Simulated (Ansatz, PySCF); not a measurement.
Species: CCl₂F (charge 0, doublet). It need not be the lowest isomer of its formula. SMILES: F[C](Cl)Cl
Geometry from a B3LYP-D3(BJ)/def2-TZVP (Ansatz, a quantum-chemistry and plane-wave program) optimisation:
```xyz
4

C     -0.0366    -0.4507    -0.0829
F     -0.1206    -1.3046     0.9320
Cl    -1.4315     0.5475    -0.2506
Cl     1.5082     0.3022    -0.2135
```
Charge 0, spin multiplicity 2.

Wanted: vertical ionisation energy (to the singlet state of charge +1; each state is the SCF solution reached for its spin), in eV. Correlated levels leave the core frozen unless marked. UHF or UKS for open shells. No spin-orbit coupling. Non-relativistic. CBS marks a two-point X^-3 extrapolation of the correlation energy; Hartree-Fock from the larger set. The bracket is a focal-point correction in the basis named.

```json
[
 {"level": "SVWN5/def2-TZVPD", "program": "Ansatz", "vertical ionisation energy (eV)": "[?]"},
 {"level": "B3LYP/def2-TZVPD", "program": "Ansatz", "vertical ionisation energy (eV)": "9.32"},
 {"level": "PBE0/def2-TZVPD", "program": "Ansatz", "vertical ionisation energy (eV)": "9.37"},
 {"level": "M06-2X/def2-TZVPD", "program": "PySCF", "vertical ionisation energy (eV)": "9.42"},
 {"level": "RI-MP2/CBS(aug-cc-pV(T+d)Z,aug-cc-pV(Q+d)Z)+[CCSD(T)-MP2]/aug-cc-pV(D+d)Z", "program": "Ansatz", "vertical ionisation energy (eV)": "[?]"}
]
```

Q: Some entries are withheld; supply them.

A: 
- SVWN5/def2-TZVPD, vertical ionisation energy (eV): 9.03
- RI-MP2/CBS(aug-cc-pV(T+d)Z,aug-cc-pV(Q+d)Z)+[CCSD(T)-MP2]/aug-cc-pV(D+d)Z, vertical ionisation energy (eV): 9.29
